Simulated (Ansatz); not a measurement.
# Molecular dynamics of H11C2NO4

The input (input.yaml):

```yaml
accuracy: low
crystal:
  lattice:
    - [5.915482, 0.0, 0.0]
    - [0.0, 5.915482, 0.0]
    - [0.0, 0.0, 5.915482]
  atoms:
    - { symbol: O, position: [0.70030416, 0.43003142, 0.87580559] }
    - { symbol: H, position: [0.56866536, 0.35310936, 0.94878507] }
    - { symbol: H, position: [0.61810567, 0.56308106, 0.8117116] }
    - { symbol: O, position: [0.04998707, 0.99383868, 0.85162001] }
    - { symbol: H, position: [0.14983572, 0.90943702, 0.76225397] }
    - { symbol: H, position: [-0.10103454, 0.94692755, 0.79961098] }
    - { symbol: O, position: [0.73083743, 0.2161035, 0.41738873] }
    - { symbol: H, position: [0.83858946, 0.26673475, 0.30585879] }
    - { symbol: H, position: [0.76221178, 0.26800038, 0.56870003] }
    - { symbol: O, position: [0.066627, 0.32853243, 0.11751341] }
    - { symbol: H, position: [-0.01035106, 0.43496438, 0.01552009] }
    - { symbol: H, position: [0.06716934, 0.17897114, 0.03104947] }
    - { symbol: C, position: [0.3628018, 0.74344614, 0.30301905] }
    - { symbol: C, position: [0.48004394, 0.77924707, 0.51639321] }
    - { symbol: "N", position: [0.55271841, 0.83345815, 0.69377343] }
    - { symbol: H, position: [0.33880415, 0.56374836, 0.26111429] }
    - { symbol: H, position: [0.19048704, 0.81442593, 0.32930059] }
    - { symbol: H, position: [0.4454587, 0.85283833, 0.17491019] }
basis:
  ecutwfc: 420.0
kpoints:
  mp_grid: { grid: [1, 1, 1] }
hamiltonian:
  xc: pbe
  dispersion: d3bj
scf:
  occupations: { method: fermi_dirac, width: 0.02 }
  lower_state_search: "off"
md:
  timestep: 0.5
  n_steps: 400
  ensemble: nvt_nose_hoover
  temperature: 300.0
  initial_velocities: maxwell_boltzmann
  seed: 708525
  nose_hoover: { tau: 100.0, chain_length: 1 }
```

Command:

```bash
$ ansatz run input.yaml --threads 1 --pin off --max-ram 3072MiB --backend cpu --events-out ev --progress --plain --runs-dir out
```

It goes on from the last frame of an earlier run, with new velocities.

Output, in part (step lines):

```
md step     0: t =     0.00 fs  T =   300.0 K  F+E_penalty+E_count = -3331.79306492 eV  E_kin = 0.659226 eV  conserved = -3331.13383893 eV  (9 SCF iters)
md step     1: t =     0.50 fs  T =   297.7 K  F+E_penalty+E_count = -3331.78755891 eV  E_kin = 0.654098 eV  conserved = -3331.13346123 eV  (8 SCF iters)
md step     2: t =     1.00 fs  T =   299.2 K  F+E_penalty+E_count = -3331.79094980 eV  E_kin = 0.657437 eV  conserved = -3331.13351287 eV  (8 SCF iters)
md step     3: t =     1.50 fs  T =   304.3 K  F+E_penalty+E_count = -3331.80252250 eV  E_kin = 0.668622 eV  conserved = -3331.13390109 eV  (8 SCF iters)
md step     4: t =     2.00 fs  T =   310.4 K  F+E_penalty+E_count = -3331.81636010 eV  E_kin = 0.682014 eV  conserved = -3331.13434636 eV  (8 SCF iters)
md step     5: t =     2.50 fs  T =   314.4 K  F+E_penalty+E_count = -3331.82547206 eV  E_kin = 0.690851 eV  conserved = -3331.13461952 eV  (5 SCF iters)
md step     6: t =     3.00 fs  T =   314.3 K  F+E_penalty+E_count = -3331.82538129 eV  E_kin = 0.690729 eV  conserved = -3331.13464835 eV  (4 SCF iters)
md step     7: t =     3.50 fs  T =   309.9 K  F+E_penalty+E_count = -3331.81544483 eV  E_kin = 0.680969 eV  conserved = -3331.13446727 eV  (3 SCF iters)
[... lines left out ...]
md step   399: t =   199.50 fs  T =   310.1 K  F+E_penalty+E_count = -3331.78507401 eV  E_kin = 0.681517 eV  conserved = -3331.13395497 eV  (4 SCF iters)
md step   400: t =   200.00 fs  T =   316.9 K  F+E_penalty+E_count = -3331.80033976 eV  E_kin = 0.696372 eV  conserved = -3331.13450014 eV  (8 SCF iters)
```

The steps, from the saved trajectory:

```
time (fs)  T (K)  potential energy less start (eV)  conserved less start (meV/atom)
      0.0    300                             0.000                             0.00
      6.5    298                             0.004                             0.00
     13.0    400                            -0.220                            -0.04
     19.5    314                            -0.033                             0.05
     26.0    357                            -0.133                            -0.07
     32.5    251                             0.098                             0.00
     39.0    280                             0.032                            -0.01
     45.5    278                             0.037                            -0.02
     52.0    267                             0.059                             0.00
     58.5    275                             0.042                             0.02
     65.0    238                             0.120                            -0.02
     71.5    218                             0.166                             0.01
     78.0    239                             0.121                            -0.04
     84.5    262                             0.073                             0.02
     91.0    292                             0.010                            -0.02
     97.5    339                            -0.089                            -0.05
    104.0    257                             0.096                             0.07
    110.5    354                            -0.115                            -0.06
    117.0    292                             0.028                             0.07
    123.5    321                            -0.034                            -0.05
    130.0    358                            -0.111                             0.01
    136.5    302                             0.012                            -0.03
    143.0    347                            -0.084                            -0.03
    149.5    332                            -0.049                             0.00
    156.0    310                             0.000                            -0.02
    162.5    304                             0.015                             0.07
    169.0    273                             0.083                            -0.04
    175.5    230                             0.177                             0.05
    182.0    340                            -0.064                            -0.11
    188.5    259                             0.117                             0.03
    195.0    330                            -0.037                             0.00
```

The run went to its last step. The conserved energy stayed within 0.11 meV per atom of its start (net change -0.037 meV per atom), so the integration is sound. A run of 0.2 ps of so small a system gives no equilibrium averages. Limits of this set-up: coarse k mesh, low accuracy level.

Mean squared displacements from the first frame to the last, about the centre of mass: O 1.08 Å², H 0.87 Å², C 0.61 Å², N 0.27 Å².

Last frame:

```xyz
18
Lattice="5.9155 0.0000 0.0000 0.0000 5.9155 0.0000 0.0000 0.0000 5.9155" Properties=species:S:1:pos:R:3
O 2.912 2.293 4.833
H 2.034 2.080 5.207
H 3.142 3.202 4.706
O 0.013 4.837 5.599
H 0.678 4.310 5.145
H -0.767 4.977 4.953
O 4.310 2.227 2.466
H 5.175 1.904 2.722
H 3.854 1.970 3.282
O 0.641 1.502 0.631
H -0.138 2.053 0.411
H 0.328 0.615 0.353
C 2.808 4.986 1.650
C 3.326 5.036 2.989
N 3.786 4.982 4.034
H 3.062 4.001 1.176
H 1.721 5.145 1.768
H 3.265 5.777 1.028
```

Run time: 4.9 min on 1 thread of Arm Neoverse V1 (shared host), peak memory 0.32 GiB.
